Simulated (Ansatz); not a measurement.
Molecule: CH$_{2}$BBr$_{2}$O, net charge 0, doublet state. It need not be the lowest isomer of its formula. 
Structure (B3LYP-D3(BJ)/def2-TZVP (Ansatz, a first-principles code) minimum search):
SMILES: [CH2]OB(Br)Br
```xyz
7

C     -2.7059     0.5350     0.4242
O     -1.7444    -0.1868    -0.1970
B     -0.4083    -0.0865    -0.0839
Br     0.4332     1.2069     1.0757
Br     0.6631    -1.2886    -1.1280
H     -3.7149     0.2647     0.1667
H     -2.4214     1.3113     1.1162
```
Charge 0, spin multiplicity 2.

Property: atomisation energy (electronic, to ground-state atoms), in kcal/mol. Correlated levels leave the core frozen unless marked. UHF or UKS for open shells. No spin-orbit coupling. Frozen are the shells of the preceding noble gas and the d and f shells that filled before the atom's block. Non-relativistic. The coupled-cluster limit lacks core correlation, which all-electron functionals hold. Basis-set limits of correlation are two-point, X^-3; Hartree-Fock from the larger set.

```json
[
 {"level": "BLYP-D3(BJ)/def2-TZVPD", "program": "Ansatz + dftd3", "atomisation energy (kcal/mol)": "609.0"},
 {"level": "BLYP-D4/def2-TZVPD", "program": "Ansatz + dftd4", "atomisation energy (kcal/mol)": "609.5"},
 {"level": "B2GP-PLYP-D4/def2-TZVPD", "program": "Ansatz + dftd4", "atomisation energy (kcal/mol)": "___"},
 {"level": "PBE-QIDH/def2-TZVPD", "program": "Ansatz", "atomisation energy (kcal/mol)": "___"},
 {"level": "RPA@PBE/cc-pVTZ", "program": "Ansatz", "atomisation energy (kcal/mol)": "545.0"},
 {"level": "CCSD(T)/CBS(cc-pVTZ,cc-pVQZ)", "program": "Ansatz", "atomisation energy (kcal/mol)": "___"}
]
```

### Question
Complete the blanks.

### Answer

- B2GP-PLYP-D4/def2-TZVPD, atomisation energy (kcal/mol): 601.1
- PBE-QIDH/def2-TZVPD, atomisation energy (kcal/mol): 608.6
- CCSD(T)/CBS(cc-pVTZ,cc-pVQZ), atomisation energy (kcal/mol): 604.3
